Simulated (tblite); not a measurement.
C6H12OP2.
Geometry (GFN2-xTB, Å), atoms numbered from 1 in this order:
```
atom  x, y, z in Å
C1     2.9262   -1.1593   -1.2598
C2     2.3027   -0.1387   -1.1413
P3     1.5627    1.4598   -0.9816
O4     2.4800    2.5764   -1.2177
C5     0.8062    1.4872    0.6819
C6     0.1925    0.1577    1.0776
P7    -0.7148   -0.5897   -0.3598
C8    -1.3527   -2.0899    0.5050
C9    -2.2482    0.4409   -0.2937
H10    3.4348   -2.0737   -1.3689
H11    0.5168    1.3972   -1.8916
H12    0.0632    2.2921    0.6663
H13    1.6031    1.7964    1.3682
H14    0.9862   -0.5464    1.3428
H15   -0.4721    0.2685    1.9407
H16   -0.5211   -2.7639    0.7009
H17   -2.0605   -2.5972   -0.1477
H18   -1.8445   -1.8323    1.4422
H19   -2.6396    0.5028    0.7215
H20   -2.0348    1.4416   -0.6661
H21   -2.9951   -0.0125   -0.9432
```

Method: GFN2-xTB as coded in tblite; computed harmonic values from a numerical Hessian at the method's own geometry, unscaled. Against measured fundamentals such values can be off by several per cent, at times by over 20. Modes of hydrogen on phosphorus can be 10 to 20 % off. One conformer, not necessarily the lowest.

Harmonic wavenumbers (cm⁻¹): 39.4, 64.0, 91.3, 112.1, 150.5, 167.5, 173.3, 194.0, 213.8, 232.4, 273.0, 309.2, 351.4, 403.3, 438.9, 631.2, 655.2, 666.3, 673.0, 720.8, 722.3, 743.7, 787.6, 799.8, 815.9, 851.1, 898.9, 911.8, 931.8, 951.4, 1043.7, 1057.0, 1144.1, 1238.5, 1249.1, 1280.5, 1316.4, 1322.6, 1426.3, 1432.3, 1443.4, 1445.1, 1451.3, 1459.7, 2203.7, 2324.5, 2913.2, 2918.3, 2931.4, 2953.8, 2980.0, 2987.0, 3004.8, 3011.4, 3015.4, 3016.9, 3362.5.

A = 1831, B = 786.9, C = 647.1 MHz; mass 162.036 u (most abundant isotopes); point group C1, symmetry number 1.

Question: Zero-point energy?

Answer: Half the sum of the wavenumbers: 35454 cm⁻¹ = 101.37 kcal/mol.

Question: Give the ideal-gas entropy at 500 K and 1 bar in the rigid-rotor, harmonic-oscillator model (classical rotation).

Answer: Translation 43.75, rotation 31.76, vibration 65.23: S = 140.7 cal/(mol K).

Question: And Cp and H(500 K) − H(0)?

Answer: Cp = 66.67 cal/(mol K), of which vibrations give 58.72 (their classical limit is 57 R = 113.3); H(500 K) − H(0) = 20.23 kcal/mol without the zero-point energy, 16.25 from vibrations.

Question: What must be added to the electronic energy to get the Gibbs energy at 500 K and 1 bar?

Answer: ZPE + [H(500 K) − H(0)] − T·S = 101.37 + 20.23 − 70.37 = 51.23 kcal/mol.

Question: Blend soft modes into free rotors: weight 1/[1 + (100 cm⁻¹/ν̃)⁴] for the oscillator and the rest for a rotor with moment μB/(μ + B), μ = h/(8π²ν), B = 10⁻⁴⁴ kg m². What vibrational entropy results?

Answer: 60.55 cal/(mol K) in place of 65.23, which changes −T·S at 500 K by +2.34 kcal/mol.

Hindered rotation and anharmonicity are outside this model. Other conformers, if any are populated, would add a mixing term that is left out. The structure is chiral; the term R ln 2 for an equal mix with its mirror image is left out.
